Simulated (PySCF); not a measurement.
tert-butyl chloride (C4H9Cl), SMILES CC(C)(C)Cl. Geometry: B3LYP-D3(BJ)/def2-SVP.

Computed equilibrium geometry at B3LYP-D3(BJ)/def2-SVP (PySCF confirms it by a frequency run) as a Z-matrix, and its point group:
point group C3v.
```
C
C 1 1.5254
H 2 1.0996 1 110.97
H 2 1.0996 3 108.42 1 -122.11
H 2 1.1030 3 108.41 4 -117.50
C 1 1.5254 2 111.79 3 -177.22
H 6 1.0996 1 110.97 2 177.22
H 6 1.0996 7 108.42 1 122.11
H 6 1.1030 7 108.41 8 117.50
C 1 1.5254 2 111.79 3 56.60
H 10 1.0996 1 110.97 2 -177.22
H 10 1.0996 11 108.42 1 -122.11
H 10 1.1030 11 108.41 12 -117.50
Cl 1 1.8519 2 107.04 3 -60.31
```
Charge 0, spin multiplicity 1.
